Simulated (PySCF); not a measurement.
Computed IR spectrum (relative IR intensity) of a molecule C₅H₅Cl. Geometry: PBE-D3(BJ)/def2-SVP. Other conformers were not sampled. These are PBE-D3(BJ)/def2-SVP (PySCF 2.14.0) values and carry that method's errors. Frequencies are harmonic and unscaled.

```json
[
 {"ν (cm⁻¹)": "266", "relative intensity": "3.2"},
 {"ν (cm⁻¹)": "302", "relative intensity": "11"},
 {"ν (cm⁻¹)": "647", "relative intensity": "100"},
 {"ν (cm⁻¹)": "822", "relative intensity": "82"},
 {"ν (cm⁻¹)": "855", "relative intensity": "42"},
 {"ν (cm⁻¹)": "867", "relative intensity": "53"},
 {"ν (cm⁻¹)": "931", "relative intensity": "45"},
 {"ν (cm⁻¹)": "945", "relative intensity": "17"},
 {"ν (cm⁻¹)": "1204", "relative intensity": "8.2"},
 {"ν (cm⁻¹)": "1309", "relative intensity": "3.3"},
 {"ν (cm⁻¹)": "1418", "relative intensity": "5.0"},
 {"ν (cm⁻¹)": "1619", "relative intensity": "76"},
 {"ν (cm⁻¹)": "1997", "relative intensity": "89"},
 {"ν (cm⁻¹)": "3038", "relative intensity": "7.8"},
 {"ν (cm⁻¹)": "3069", "relative intensity": "5.7"},
 {"ν (cm⁻¹)": "3118", "relative intensity": "10"},
 {"ν (cm⁻¹)": "3129", "relative intensity": "12"}
]
```

Which structure fits?
A) C=C=C/C=C/Cl
B) C=C=CC(=C)Cl
C) C=C(Cl)C#CC
D) C#CCC(=C)Cl

A, C=C=C/C=C/Cl
